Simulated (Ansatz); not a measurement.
Input file for Ansatz (an electronic-structure program): R-B3LYP/def2-TZVPP on H3NSSn (SMILES [NH2][Sn][SH]), a point of a torsion scan. Elements past Kr take the def2 small-core potentials; no spin–orbit coupling.

Ansatz 0.2 input:
```yaml
crystal:
  periodic: [false, false, false]
  atoms:
    - {symbol: N, position_ang: [-1.34268853, 0.11657391, 0.40734786]}
    - {symbol: Sn, position_ang: [-0.73478191, -1.89216892, 0.48235962]}
    - {symbol: S, position_ang: [-0.49997674, -1.95172620, 2.92403880]}
    - {symbol: H, position_ang: [-0.65803292, 0.85809886, 0.32118723]}
    - {symbol: H, position_ang: [-2.03783493, 0.32288277, -0.30571126]}
    - {symbol: H, position_ang: [-0.08289449, -3.20948892, 3.03338013]}
basis:
  gaussian:
    orbitals: def2-TZVPP
hamiltonian:
  xc: {name: B3LYP}
scf: {lower_state_search: off}
```

The head of its log:

```
WARN ansatz: RAYON_NUM_THREADS=1 ignored (pool sized by the plan → 1); use --threads N
Functional definition: B3LYP
these checks for a lower state are left out or cut short: stability, starts, cluster_reference, orbital_swaps, neighbouring_geometries, increment
integrals: 0.08 GiB planned
1060 factors; their error is unknown
mean field: 0.68 GiB planned
mean field evaluation 1: about -18199.9315 eV, gradient 7.2e1 eV
mean field evaluation 2: about -18133.8962 eV, gradient 1.4e2 eV
```

Task: Predict the final total energy.

Result: -669.2279 hartree.
